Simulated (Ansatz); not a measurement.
Species: C₂H₆N₂, SMILES `CC(=N)N` (charge 0, multiplicity 1).

Q: Give a relaxed geometry from Ansatz (a program for electronic structure) with B3LYP-D3(BJ)/def2-TZVP.

A: This is not unique; one that fits is the end point of this relaxation, one of several conformers (outside a Z-matrix the atoms follow the SMILES, hydrogens last).
Z-matrix (Å, degrees):
```
C
N 1 1.2746
H 2 1.0210 1 111.85
N 1 1.3839 2 126.00 3 2.43
H 4 1.0062 1 118.23 2 -161.34
H 4 1.0069 5 114.86 1 -146.17
C 1 1.5045 2 119.81 3 179.66
H 7 1.0857 1 109.28 2 -0.09
H 7 1.0923 8 109.41 1 121.21
H 7 1.0933 8 109.11 9 117.61
```
